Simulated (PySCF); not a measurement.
C8H9P.
Geometry (PBE0-D3(BJ)/def2-SVP, Å), atoms numbered from 1 in this order:
```
atom  x, y, z in Å
C1    -2.8006    0.6517   -0.1435
C2    -1.4292    0.6526    0.0795
C3    -0.5325   -0.2673   -0.4827
C4     0.9103   -0.1461   -0.1504
C5     1.9843   -0.4757   -1.1577
C6     1.7835   -1.3647    0.0214
C7    -1.0015   -1.2773   -1.3378
C8    -2.3341   -1.4486   -1.6859
P9    -3.6669   -0.4692   -1.1478
H10   -3.3948    1.4240    0.3565
H11   -1.0122    1.4214    0.7394
H12    1.1317    0.6910    0.5179
H13    1.6562   -0.8286   -2.1396
H14    2.8662    0.1695   -1.1853
H15    2.5244   -1.3492    0.8249
H16    1.3129   -2.3397   -0.1351
H17   -0.2724   -1.9783   -1.7594
H18   -2.5769   -2.2753   -2.3624
```

All values: PBE0/pcSseg-1 (PySCF, non-relativistic), on one gas-phase PBE0-D3(BJ)/def2-SVP geometry that isn't relaxed in the solvent. The solvent is an IEF-PCM continuum (cavity from Bondi-type radii × 1.2). Only the electrostatic response of the medium enters.

| run | E − E(gas) (kcal/mol) | HOMO (eV) | HOMO–LUMO gap (eV) | dipole (D) |
| --- | --- | --- | --- | --- |
| gas | 0.00 | -6.65 | 5.29 | 2.52 |
| P | -4.17 | -6.71 | 5.24 | 3.54 |
| Q | -1.53 | -6.65 | 5.27 | 2.90 |

Q: The runs were made in acetonitrile and cyclohexane. Which run belongs to which solvent?

A: P = acetonitrile, Q = cyclohexane. The dielectric constants are 2.017 (cyclohexane), 35.69 (acetonitrile), and the energy falls further as ε rises. In this model the ground state sees the solvent through ε alone.

Q: How constant is the ratio of the lowering to (ε − 1)/(2ε + 1)?

A: 
```
     solvent  (ε − 1)/(2ε + 1)  E − E(gas) (kcal/mol)  ratio (kcal/mol)  polarisation term (kcal/mol)
 cyclohexane             0.202                  -1.53              -7.6                         -1.63
acetonitrile             0.479                  -4.17              -8.7                         -4.90
```

The ratio changes by +14.4 % in size from cyclohexane to acetonitrile. The polarisation term is half the interaction of the solute with the induced surface charges.
